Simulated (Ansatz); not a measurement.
`C[O][Sn]([OH])([O]C)[O]C`. Total charge 0; spin multiplicity 1. Sn takes the def2 core potential. The structure was optimised at the PBE0-D4/def2-TZVP level. It is one conformer, not always the lowest.

```xyz
18

C    -1.766   -1.387   -1.475
O    -1.941   -0.081   -0.961
Sn   -0.660    0.691    0.278
O    -1.601    1.959    1.401
O     0.108   -0.818    1.244
C     1.089   -0.608    2.238
O     0.788    1.695   -0.540
C     1.716    1.032   -1.372
H    -0.992   -1.416   -2.252
H    -1.504   -2.113   -0.699
H    -2.713   -1.693   -1.928
H    -2.554    1.846    1.337
H     1.453   -1.588    2.560
H     0.683   -0.090    3.114
H     1.947   -0.034    1.866
H     1.272    0.743   -2.332
H     2.536    1.725   -1.574
H     2.139    0.134   -0.903
```

(1) What is the dipole moment at B3LYP/def2-TZVPP? (Best estimate.)

(2) And with PBE, r2SCAN, ωB97M-V? (Best estimate.)

(3) Give the Mulliken charges with B3LYP, r2SCAN, ωB97M-V in def2-TZVPP. (An estimate is asked.)

Results:

(1) Ansatz gave: 1.83 D, with components (0.51, -1.71, -0.41) D in this frame, pointing from negative to positive charge.

(2) Ansatz gave: PBE 1.69 D, r2SCAN 1.75 D, ωB97M-V 1.82 D.

(3) Ansatz gave: 
| atom | B3LYP | r2SCAN | ωB97M-V |
| --- | --- | --- | --- |
| C1 | -0.12 | 0.01 | -0.17 |
| O2 | -0.55 | -0.55 | -0.53 |
| Sn3 | 1.45 | 1.40 | 1.40 |
| O4 | -0.53 | -0.54 | -0.51 |
| O5 | -0.55 | -0.54 | -0.53 |
| C6 | -0.13 | 0.01 | -0.18 |
| O7 | -0.54 | -0.53 | -0.52 |
| C8 | -0.13 | 0.00 | -0.19 |
| H9 | 0.09 | 0.05 | 0.11 |
| H10 | 0.11 | 0.07 | 0.13 |
| H11 | 0.11 | 0.06 | 0.12 |
| H12 | 0.19 | 0.20 | 0.18 |
| H13 | 0.10 | 0.06 | 0.12 |
| H14 | 0.11 | 0.07 | 0.13 |
| H15 | 0.10 | 0.05 | 0.11 |
| H16 | 0.10 | 0.06 | 0.12 |
| H17 | 0.11 | 0.06 | 0.12 |
| H18 | 0.09 | 0.06 | 0.11 |

B3LYP here is the variant with VWN-RPA as its local correlation; programs differ in this.
